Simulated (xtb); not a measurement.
CH4STe, SMILES [Te](C)S. All values are semi-empirical tight-binding results from xtb (GFN2-xTB unless named), good for trends rather than for accurate numbers. Coordinates come from a GFN2-xTB optimisation. The values are those of a single conformer.

Optimised geometry:

```xyz
7

Te     0.0574     0.3452     0.4439
C      1.8593     0.2066    -0.7569
H      2.5561     0.9421    -0.3791
H      1.6235     0.4242    -1.7906
H      2.2952    -0.7818    -0.6794
S     -1.2296    -1.0951    -0.9572
H     -0.9399    -2.2547    -0.3776
```
Charge 0, spin multiplicity 1.

Computed properties:
orbital gap: 3.61 eV
zero-point energy: 27.9 kcal/mol
G − E(el) at 298.15 K (modified RRHO): 8.7 kcal/mol
static polarisability (D4 model): 74.3 bohr³
solvation energy, GFN2-xTB/ALPB(water): -1.7 kcal/mol
solvation energy, GFN2-xTB/ALPB(benzene): -5.0 kcal/mol

### Question
Give the atomic charges and the Wiberg bond orders between heavy atoms. (Estimate from the structure and the level; the computed values follow.)

### Answer
charges (e) Te1 0.10, C2 -0.12, H3 0.04, H4 0.05, H5 0.05, S6 -0.29, H7 0.16. Bond orders Te1–C2 0.99, Te1–S6 1.13.
